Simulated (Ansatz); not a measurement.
Born–Oppenheimer molecular dynamics of F3H3OW (8 atoms, charge 0, multiplicity 1). It starts from a relaxed structure.

Computed with RKS PBE/def2-SVP (Ansatz).

```
ensemble                      : NVE (Milne-controlled integrator)
time step                     : 1 fs
steps asked                   : 100
starting velocities drawn for : 300 K
seed                          : 915857
```

Frames 1 fs apart, positions in Å.

Velocities at 10 fs (Å/ps):

```
W -0.96 -0.67 -0.24
F 4.17 1.59 0.12
O -1.30 2.73 0.89
H 2.64 -5.52 -8.56
F 0.90 1.96 1.86
H 11.10 3.72 -12.37
H 6.03 9.87 12.30
F 4.30 0.15 0.01
```

```xyz
8
Properties=species:S:1:pos:R:3 time_fs=10 energy_less_start_eV=0.129 T=133
W 0.174 0.222 -0.005
F 0.121 0.234 1.854
O 1.931 -0.389 0.006
H 2.258 -1.318 -0.077
F -0.627 2.001 0.020
H -1.420 -0.263 -0.277
H -0.099 -1.443 0.103
F 0.105 0.227 -1.839
8
Properties=species:S:1:pos:R:3 time_fs=11 energy_less_start_eV=0.145 T=113
W 0.173 0.222 -0.005
F 0.126 0.236 1.854
O 1.930 -0.387 0.007
H 2.261 -1.320 -0.086
F -0.627 2.002 0.022
H -1.410 -0.260 -0.288
H -0.092 -1.435 0.115
F 0.109 0.227 -1.839
8
Properties=species:S:1:pos:R:3 time_fs=12 energy_less_start_eV=0.150 T=106
W 0.172 0.221 -0.005
F 0.130 0.238 1.854
O 1.930 -0.385 0.007
H 2.263 -1.315 -0.094
F -0.625 2.004 0.024
H -1.404 -0.259 -0.295
H -0.086 -1.430 0.128
F 0.114 0.227 -1.840
8
Properties=species:S:1:pos:R:3 time_fs=13 energy_less_start_eV=0.144 T=114
W 0.171 0.221 -0.005
F 0.133 0.239 1.855
O 1.930 -0.385 0.008
H 2.266 -1.302 -0.101
F -0.624 2.005 0.026
H -1.402 -0.259 -0.299
H -0.079 -1.431 0.142
F 0.119 0.228 -1.842
8
Properties=species:S:1:pos:R:3 time_fs=14 energy_less_start_eV=0.135 T=126
W 0.170 0.221 -0.005
F 0.137 0.241 1.855
O 1.931 -0.385 0.008
H 2.269 -1.286 -0.108
F -0.623 2.005 0.028
H -1.405 -0.261 -0.301
H -0.073 -1.436 0.156
F 0.123 0.228 -1.843
8
Properties=species:S:1:pos:R:3 time_fs=15 energy_less_start_eV=0.127 T=136
W 0.169 0.220 -0.005
F 0.140 0.243 1.856
O 1.933 -0.386 0.008
H 2.276 -1.273 -0.116
F -0.621 2.005 0.030
H -1.412 -0.266 -0.299
H -0.067 -1.445 0.171
F 0.128 0.228 -1.846
8
Properties=species:S:1:pos:R:3 time_fs=16 energy_less_start_eV=0.114 T=153
W 0.167 0.220 -0.005
F 0.143 0.245 1.856
O 1.934 -0.386 0.008
H 2.287 -1.267 -0.125
F -0.620 2.005 0.033
H -1.422 -0.273 -0.294
H -0.062 -1.457 0.185
F 0.133 0.228 -1.848
8
Properties=species:S:1:pos:R:3 time_fs=17 energy_less_start_eV=0.098 T=174
W 0.166 0.220 -0.005
F 0.146 0.247 1.857
O 1.936 -0.386 0.008
H 2.302 -1.267 -0.135
F -0.618 2.004 0.035
H -1.435 -0.281 -0.287
H -0.058 -1.469 0.199
F 0.139 0.229 -1.851
8
Properties=species:S:1:pos:R:3 time_fs=18 energy_less_start_eV=0.088 T=187
W 0.165 0.220 -0.005
F 0.149 0.249 1.858
O 1.938 -0.387 0.008
H 2.321 -1.273 -0.145
F -0.616 2.003 0.037
H -1.447 -0.289 -0.277
H -0.054 -1.481 0.212
F 0.144 0.229 -1.855
8
Properties=species:S:1:pos:R:3 time_fs=19 energy_less_start_eV=0.089 T=186
W 0.164 0.220 -0.005
F 0.152 0.252 1.858
O 1.941 -0.387 0.008
H 2.341 -1.277 -0.155
F -0.614 2.001 0.039
H -1.458 -0.298 -0.264
H -0.050 -1.490 0.224
F 0.149 0.229 -1.859
8
Properties=species:S:1:pos:R:3 time_fs=20 energy_less_start_eV=0.091 T=183
W 0.162 0.220 -0.005
F 0.154 0.254 1.859
O 1.944 -0.388 0.007
H 2.358 -1.277 -0.164
F -0.612 1.999 0.042
H -1.466 -0.306 -0.249
H -0.047 -1.495 0.234
F 0.154 0.229 -1.862
8
Properties=species:S:1:pos:R:3 time_fs=21 energy_less_start_eV=0.086 T=189
W 0.161 0.221 -0.005
F 0.157 0.257 1.860
O 1.947 -0.390 0.006
H 2.373 -1.269 -0.171
F -0.610 1.997 0.044
H -1.471 -0.312 -0.232
H -0.044 -1.496 0.243
F 0.160 0.230 -1.866
```

Of the whole run (100 fs, mean temperature of the second half 148 K): The conserved energy stayed within 0.078 meV per atom of its start (net change 0.019 meV per atom), so the integration is sound. Over the second half the temperature averaged 0.49 of the 300 K drawn at the start: a run that starts near a minimum puts about half its kinetic energy into the potential. A run of 0.1 ps of so small a system gives no equilibrium averages.

Run time: 3.7 min on 2 threads of Arm Neoverse V1 (shared host), peak memory 0.14 GiB.
